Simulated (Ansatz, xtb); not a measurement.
## CH10N2O2Si2: 3 structures ranked

3 gas-phase structures of CH10N2O2Si2, from a drawn sample of its isomers (lower ones may exist). Each was relaxed with GFN2-xTB; where two conformers were screened, the lower at r2SCAN-D4/def2-SVP//GFN2-xTB is listed:

A. `C[Si@@H](N)O[Si@H](N)O`, a singlet
B. `C[Si@@H](N)O[Si@@H](N)O`, a singlet
C. `CO[Si](N)(N)O[SiH3]`, a singlet

Make a reasoned guess at their ranking by r2SCAN-D4/def2-SVP//GFN2-xTB single-point energy.

Calculated order at r2SCAN-D4/def2-SVP//GFN2-xTB: B (0.0), A (0.4), C (22.0) kcal/mol. Less than 1 kcal/mol parts B and A, so the order within that pair means little.

Energies above the lowest of each column, in kcal/mol; the last columns are at r2SCAN-D4/def2-SVP geometries:

```csv
structure,GFN2-xTB,HF/STO-3G,r2SCAN-D4/def2-SVP//GFN2-xTB,r2SCAN-D4/def2-SVP,CCSD(T)/def2-SVP + ΔMP2/def2-TZVPP
B,0.0,0.0,0.0,0.1,0.0
A,0.0,0.6,0.4,0.0,0.0
C,3.7,7.0,22.0,19.9,22.8
```

Every level run on B puts it lowest or level with the lowest. Flexible structures stand in one conformer each, not always the lowest. The ΔMP2 step shifts differences by up to 4.4 kcal/mol, which makes them less sure. ΔMP2 is the change of the MP2 energy from the smaller to the larger basis.

Programs: Ansatz 0.2.0, xtb 6.7.1.
